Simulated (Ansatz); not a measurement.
Consider the cleavage of the B–Al bond: `C[B](F)[AlH2]` + silanol → `CB(F)O[SiH3]` + `[AlH3]`.

Program: Ansatz. Geometries: PBE0-D4/def2-TZVP. ΔE: electronic, gas phase. CBS: MP2 limit from def2 TZ/QZ plus the TZ coupled-cluster correction, frozen cores. This one scheme is used for every species. DFT in def2-TZVPP. B3LYP here is the variant with VWN-RPA as its local correlation; programs differ in this. HSE06 is defined as in plane-wave codes. Each species was taken in one conformer, which may not be the lowest.

`C[B](F)[AlH2]`:

Cartesian coordinates in Å:
```
C 1.117 -0.142 0.942
B 0.136 0.638 0.009
F 0.271 1.970 -0.034
Al -1.446 -0.231 -1.192
H 0.547 -0.529 1.797
H 1.535 -1.025 0.448
H 1.933 0.474 1.329
H -1.189 -0.683 -2.699
H -2.905 -0.472 -0.599
```

`O[SiH3]`:

Cartesian coordinates in Å:
```
O 0.827 -0.857 0.473
Si -0.166 0.217 -0.286
H 0.716 -0.979 1.416
H -1.598 -0.169 -0.153
H 0.230 0.197 -1.713
H -0.010 1.592 0.263
```

`CB(F)O[SiH3]`:

```xyz
11

C    -1.741   -0.950   -0.601
B    -0.409   -0.143   -0.528
F     0.090    0.399   -1.651
O     0.282    0.045    0.618
Si    1.696    0.852    0.939
H    -1.641   -1.781   -1.306
H    -2.544   -0.318   -0.993
H    -2.046   -1.346    0.367
H     2.815    0.249    0.174
H     1.939    0.706    2.392
H     1.559    2.287    0.589
```

`[AlH3]`:

Z-matrix (Å, degrees):
```
Al
H 1 1.586
H 1 1.586 2 120.0
H 1 1.586 2 120.0 3 -179.9
```

| level | ΔE (kJ/mol) | difference from CCSD(T)/CBS |
| --- | --- | --- |
| LDA (SPW92) | -183.4 | 6.2 |
| revPBE-D4 | -174.1 | 15.5 |
| BLYP-D4 | -185.9 | 3.7 |
| B97M-V | -208.2 | -18.6 |
| PBE0-D4 | -181.8 | 7.8 |
| B3LYP-D4 | -192.1 | -2.5 |
| r2SCANh-D4 | -192.9 | -3.3 |
| r2SCAN0-D4 | -195.1 | -5.5 |
| HSE06-D4 | -181.5 | 8.1 |
| BHLYP-D4 | -202.0 | -12.4 |
| CAM-B3LYP-D4 | -198.1 | -8.5 |
| ωB97X-V | -189.7 | -0.1 |
| ωB97M-V | -194.2 | -4.6 |
| B2PLYP | -193.3 | -3.7 |
| PBE-QIDH | -191.2 | -1.6 |
| PBE | -170.9 | 18.7 |
| revPBE | -166.4 | 23.2 |
| BLYP | -181.1 | 8.5 |
| r2SCAN | -190.6 | -1.0 |
| B3LYP | -188.8 | 0.8 |
| r2SCANh | -192.1 | -2.5 |
| r2SCAN0 | -194.3 | -4.7 |
| HSE06 | -179.8 | 9.8 |
| BHLYP | -200.1 | -10.5 |
| CAM-B3LYP | -196.2 | -6.6 |
| LC-ωPBE | -185.1 | 4.5 |
| RPA@PBE/def2-TZVPP | -188.6 | 1.0 |
| HF/def2-SVP | -226.3 | -36.7 |
| MP2/def2-SVP | -220.8 | -31.2 |
| CCSD(T)/def2-SVP | -214.3 | -24.7 |
| HF/def2-TZVPP | -210.6 | -21.0 |
| MP2/def2-TZVPP | -197.4 | -7.8 |
| SCS-MP2/def2-TZVPP | -197.4 | -7.8 |
| CCSD/def2-TZVPP | -194.1 | -4.5 |
| CCSD(T)/def2-TZVPP | -192.2 | -2.6 |
| MP2/def2-QZVPP | -196.1 | -6.5 |
| SCS-MP2/def2-QZVPP | -196.2 | -6.6 |
| HF/CBS(def2) | -211.4 | -21.8 |
| MP2/CBS(def2) | -194.8 | -5.2 |
| CCSD/CBS(def2) | -191.6 | -2.0 |
| CCSD(T)/CBS | -189.6 | 0 |

Largest T1 diagnostic among the species: 0.013.

In def2-TZVPP, CCSD(T) changes the Hartree–Fock value by +18.5 kJ/mol (the triples alone add +2.0 kJ/mol) and MP2 by +13.3 kJ/mol. From PBE to PBE0 (25 % exact exchange), in def2-TZVPP and without D4, ΔE moves by −9.0 kJ/mol.
